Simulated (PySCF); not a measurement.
Ligand exchange on a metal centre used in film growth or etching (Hf NH2-H). All species are isolated molecules in the gas phase. One relaxed conformer stands for each flexible species; it need not be the lowest.

Level of theory: B3LYP-D3(BJ)/def2-TZVP // r2SCAN-D4/def2-SVP run with PySCF 2.14.0. All candidates: neutral, multiplicity 1. B3LYP has the VWN-RPA correlation part, as in Gaussian. 

```
Property         Result
-------------  --------
HOMO–LUMO gap   6.13 eV
HOMO           -7.24 eV
LUMO           -1.11 eV
```

Question: Say which member has these values.
A. [Hf(NH2)2(H)2]
B. [Hf(NH2)3(H)]
C. [Hf(H)4]
D. [Hf(NH2)(H)3]

Answer: A, [Hf(NH2)2(H)2]. The others give [Hf(NH2)(H)3]: 5.87 eV, -7.65 eV, -1.77 eV; [Hf(NH2)3(H)]: 6.78 eV, -6.89 eV, -0.11 eV; [Hf(H)4]: 5.93 eV, -8.27 eV, -2.34 eV
